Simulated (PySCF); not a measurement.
Cl2Y (SMILES [Cl][Y+][Cl]), charge +1, singlet, geometry from GFN2-xTB (such geometries of metal compounds can be far from the true shape) (the multiplicity is a formal guess) (core potentials on Y), atoms displaced at random by about 0.03 Å a coordinate.

Input for PySCF:
```python
from pyscf import gto, scf, dft

mol = gto.Mole()
mol.atom = '''
    Y     0.530895    0.158469    0.609537
    Cl    0.634493    0.109282   -1.912996
    Cl   -1.871447   -0.444962    0.502965
'''
mol.basis = 'def2-svp'
mol.ecp = {'Y': 'def2-svp'}
mol.charge = 1
mol.spin = 0
mol.verbose = 4
mol.build()

mf = dft.RKS(mol)
mf.xc = 'r2scan'
mf.kernel()
g = mf.nuc_grad_method()
grad = g.kernel()
```

Q: Estimate the HOMO-LUMO gap that R2SCAN/def2-SVP, gradient (PySCF) returns for this input.

A: 3.38 eV

Q: Predict the number of basis functions from R2SCAN/def2-SVP, gradient.

A: 67

Q: What HOMO energy does R2SCAN/def2-SVP, gradient give?

A: -12.01 eV

Q: What is the computed total energy (R2SCAN/def2-SVP, gradient)?

A: -958.2717 Eh

Q: What is the computed nuclear repulsion energy (R2SCAN/def2-SVP, gradient)?

A: 122.4902 Eh

Q: Predict the Mulliken (on the basis functions themselves) charges in atom order from R2SCAN/def2-SVP, gradient.

A: Y1 1.30, Cl2 -0.16, Cl3 -0.14
